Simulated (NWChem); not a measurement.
**Basis-set dependence for formamidinium (CH5N2 (+1))**

SMILES: NC=[NH2+]
```xyz
8

N     -1.1642     0.0000    -0.1738
C      0.0000     0.0000     0.4216
N      1.1642     0.0000    -0.1738
H     -1.2725     0.0000    -1.1855
H     -2.0167     0.0000     0.3788
H      0.0000     0.0000     1.5175
H      1.2725     0.0000    -1.1855
H      2.0167     0.0000     0.3788
```
Charge +1, spin multiplicity 1.

Program: NWChem. All single points use one geometry, from PBE0/def2-SVP, a minimum by its harmonic frequencies. It is one conformer; others weren't searched.

Hartree-Fock energies in Ha, correlation energies in mHa.

The correlated methods keep 3 core orbitals frozen. The Pople sets run with spherical d functions. No row is a measurement; the coupled-cluster row has its own basis-set and correlation limits.

```csv
basis,functions,RHF,MP2,SCS-MP2,RI-MP2,CCSD,CCSD+T(CCSD),CCSD(T),CR-CCSD[T],CR-CCSD(T)
cc-pVDZ,67,-149.48396,-460.6,-454.3,-460.5,-490.4,-505.8,-505.0,-502.4,-501.8
6-311G**,84,-149.51102,-487.8,-481.4,not run,-514.0,-532.8,-532.0,-528.7,-528.0
cc-pVTZ,160,-149.52866,-568.3,-565.4,-568.3,not run,not run,not run,not run,not run
```

From 6-311G** to cc-pVTZ the Hartree-Fock energy moves by -17.6 mHa and the MP2 correlation energy by -80.6 mHa, which is 14 % of its value in the larger set.
